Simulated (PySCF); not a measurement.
C3H6GeO, SMILES C[C]1=C[O][GeH2]1.

Geometry optimised at PBE-D3(BJ)/def2-SVP. This is a generated structure with no PubChem entry under its InChIKey; it may be hypothetical.

Two levels are set side by side: PBE/def2-TZVP (PySCF) and M06-2X/def2-TZVP (PySCF). Same geometry, gas phase. Differences are taken from unrounded values.

```tsv
quantity	PBE
orbital gap (eV)	3.59
highest occupied level (eV)	-5.05
lowest empty level (eV)	-1.47
dipole moment (D)	1.85
mean polarisability (bohr³)	69.8
```

### Question
These are the PBE values. What does M06-2X give? (The exact figures need the calculation; the answer reports its results.)

### Answer

```csv
quantity,M06-2X,PBE minus M06-2X
orbital gap (eV),7.67,-4.09
highest occupied level (eV),-7.47,2.42
lowest empty level (eV),0.20,-1.67
dipole moment (D),2.13,-0.28
mean polarisability (bohr³),66.4,3.4
```

Without exact exchange PBE keeps part of each electron's self-repulsion, which lifts occupied levels and narrows the gap. Loosely held outer electrons make PBE densities more polarisable. Differences between two approximate levels are no errors against the true value.

Rough cost on one machine, each run with all the roots and properties that it gave: M06-2X against PBE about 3 times.
